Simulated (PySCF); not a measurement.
C₂H₆N, SMILES C[N]C, multiplicity 2.

Geometry: ωB97X-D3(BJ)/def2-TZVP. The isomer is the one that the SMILES or the coordinates give; other isomers of the formula were not compared.

These are TDA-PBE0/def2-SVPD (PySCF 2.14.0) values and carry that method's errors.

Vertical excitations. Isolated molecule, no solvent.

Give excitation energies, oscillator strengths and character. (The exact figures need the calculation; the answer reports its results.)


```csv
state,energy (eV),λ (nm),f,main pairs
root 1,2.20,563,0.000,β HOMO→LUMO 98 %
root 2,6.17,201,0.000,β HOMO−1→LUMO 92 %
root 3,6.65,187,0.018,α HOMO→LUMO 98 %
root 4,6.73,184,0.004,"α HOMO−1→LUMO 7 %, β HOMO→LUMO+1 91 %"
root 5,7.28,170,0.054,β HOMO−2→LUMO 98 %
root 6,7.29,170,0.016,"α HOMO−1→LUMO 91 %, β HOMO→LUMO+1 7 %"
root 7,7.61,163,0.005,β HOMO→LUMO+2 97 %
root 8,7.61,163,0.000,α HOMO→LUMO+1 98 %
root 9,7.99,155,0.000,β HOMO−3→LUMO 91 %
root 10,8.15,152,0.014,α HOMO−1→LUMO+1 96 %
```
Unrestricted roots are not spin-pure.
